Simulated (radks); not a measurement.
Results of a calculation; reference values are marked as such.
The gold anion Au-, [Hg], held by a Watson sphere: a shell of charge +1.11 at radius R that stands for the Madelung well of a crystal (potential energy -1.11/R inside, -1.11/r outside, in hartree with lengths in bohr). Code: a radial shooting solver on a logarithmic mesh with Libxc functionals. Model: scalar-relativistic Kohn-Sham, LDA (Slater exchange, Perdew-Wang correlation), spin-polarised, spherical densities, point nucleus. Response by self-consistent Sternheimer equations with the Hartree and adiabatic LDA kernel, the relativistic mass of each level held fixed and spin-orbit coupling left out. The sphere does not respond.

R (bohr) = 2.9: e(5p) (eV) -61.015; e(5d) (eV) -8.235; e(6s) (eV) -7.672; <r> 6s (bohr) 2.816; sum of <r^2> (bohr^2) 69.80; X-ray form factor at sin(theta)/lambda = 0.2 1/angstrom 67.134; alpha (bohr^3) 41.88
R (bohr) = 3.42: e(5p) (eV) -60.312; e(5d) (eV) -7.465; e(6s) (eV) -7.059; <r> 6s (bohr) 2.904; sum of <r^2> (bohr^2) 71.72; X-ray form factor at sin(theta)/lambda = 0.2 1/angstrom 67.104; alpha (bohr^3) 48.21
R (bohr) = 4.64: e(5p) (eV) -58.948; e(5d) (eV) -6.031; e(6s) (eV) -5.713; <r> 6s (bohr) 3.064; sum of <r^2> (bohr^2) 74.99; X-ray form factor at sin(theta)/lambda = 0.2 1/angstrom 67.096; alpha (bohr^3) 63.61
R (bohr) = 5.53: e(5p) (eV) -58.175; e(5d) (eV) -5.244; e(6s) (eV) -4.928; <r> 6s (bohr) 3.136; sum of <r^2> (bohr^2) 76.49; X-ray form factor at sin(theta)/lambda = 0.2 1/angstrom 67.101; alpha (bohr^3) 73.77
R (bohr) = 5.86: e(5p) (eV) -57.928; e(5d) (eV) -4.995; e(6s) (eV) -4.678; <r> 6s (bohr) 3.156; sum of <r^2> (bohr^2) 76.90; X-ray form factor at sin(theta)/lambda = 0.2 1/angstrom 67.103; alpha (bohr^3) 77.14
R (bohr) = 6.08: e(5p) (eV) -57.775; e(5d) (eV) -4.840; e(6s) (eV) -4.522; <r> 6s (bohr) 3.167; sum of <r^2> (bohr^2) 77.15; X-ray form factor at sin(theta)/lambda = 0.2 1/angstrom 67.104; alpha (bohr^3) 79.26
